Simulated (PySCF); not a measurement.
Cobalt: a sound run and one with changed settings

Sound run: Co²⁺ [Ar] 3d7, Co³⁺ [Ar] 3d6. All numbers are calculated (PySCF 2.14, no relativity, point nucleus, in pcseg-2 (6s4p3d2f1g, 56 functions)). The sound run starts from symmetry-adapted Hartree-Fock orbitals and uses a fine grid where one is needed.

Changed run: radial step 0.5 in ln r (0.13 in the sound run). This setting is unsound on purpose.

```
species  method  sound run (hartree)  changed run (hartree)  converged
   Co²⁺     UHF          -1380.58409            -1380.58409        yes
   Co²⁺  M06-2X          -1381.80600            -1381.86685        yes
   Co²⁺    BP86          -1382.01153            -1382.01699        yes
   Co³⁺     UHF          -1379.43280            -1379.43280        yes
   Co³⁺  M06-2X          -1380.57505            -1380.61723        yes
   Co³⁺    BP86          -1380.74335            -1380.74813        yes
```

Ionisation energy of Co²⁺:

```csv
method,sound run (eV),changed run (eV)
UHF,31.328,31.328
M06-2X,33.496,34.004
BP86,34.509,34.527
```

A coarse radial grid mis-integrates the density and the exchange-correlation energy, with errors of either sign; Hartree-Fock needs no grid.

For comparison, NIST gives 33.5 ± 0.06 eV between the lowest levels.
